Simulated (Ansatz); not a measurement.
C3H5B, SMILES `CB1C=C1`. The species carries charge 0 and has multiplicity 1. The geometry is a stationary point of PBE0-D4/def2-TZVP.

```xyz
9

C     0.784    0.157   -1.237
B    -0.036   -0.033    0.066
C    -1.270   -0.358    0.804
C    -0.201    0.020    1.529
H     0.685    1.199   -1.561
H     1.851   -0.025   -1.091
H     0.426   -0.467   -2.058
H    -2.294   -0.661    0.977
H     0.054    0.168    2.571
```

Task: What is the dipole moment at PBE/def2-TZVPP? (An estimate is asked.)

Result: Ansatz gave: 0.48 D, with components (-0.27, 0.01, 0.40) D in this frame, pointing from negative to positive charge.

Task: And with r2SCAN, B3LYP, ωB97M-V? (Estimate.)

Result: The calculation gave: r2SCAN 0.47 D, B3LYP 0.50 D, ωB97M-V 0.52 D.

Task: Give the Mulliken charges with PBE, ωB97M-V, r2SCAN in def2-TZVPP. (Estimate.)

Result: The calculation gave: 
```csv
atom,PBE,ωB97M-V,r2SCAN
C1,-0.34,-0.35,-0.24
B2,-0.09,-0.08,-0.03
C3,-0.06,-0.10,-0.06
C4,-0.06,-0.10,-0.06
H5,0.10,0.11,0.06
H6,0.11,0.12,0.07
H7,0.11,0.12,0.07
H8,0.12,0.14,0.10
H9,0.12,0.14,0.10
```

B3LYP here is the variant with VWN-RPA as its local correlation; programs differ in this.
